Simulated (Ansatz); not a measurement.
## SiH2SClO2 (SMILES O[Si](O)([S])Cl): name the method

SiH2SClO2: 7 atoms, total charge 0, spin state doublet. As SMILES, `O[Si](O)([S])Cl`. The shape is that of a PBE0-D4/def2-TZVP optimisation. This is one conformer, not always the lowest.

```xyz
7

O    -0.7213    0.3902    1.0898
Si    0.0213   -0.0317   -0.2973
O     0.9879   -1.2784    0.0726
S    -1.2524   -0.4962   -1.9021
Cl    1.0728    1.5603   -1.0540
H    -1.3378    1.1242    1.0635
H     1.2907   -1.3364    0.9817
```

Orbital energies are those of the mean-field step.

A calculation with Ansatz 0.2.0 gave:

* total energy: -1298.9146 Eh
* HOMO energy: -6.08 eV
* LUMO energy: -5.55 eV
* ⟨S²⟩: 0.752

Task: Which of these levels gave the numbers?
A. HF/3-21G
B. CCSD/def2-SVP
C. revPBE/def2-SVP
D. CCSD(T)/def2-SVP

Result: C. The others give -1297.2806 Eh (CCSD(T)/def2-SVP), -1297.2645 Eh (CCSD/def2-SVP), -1290.4591 Eh (HF/3-21G).
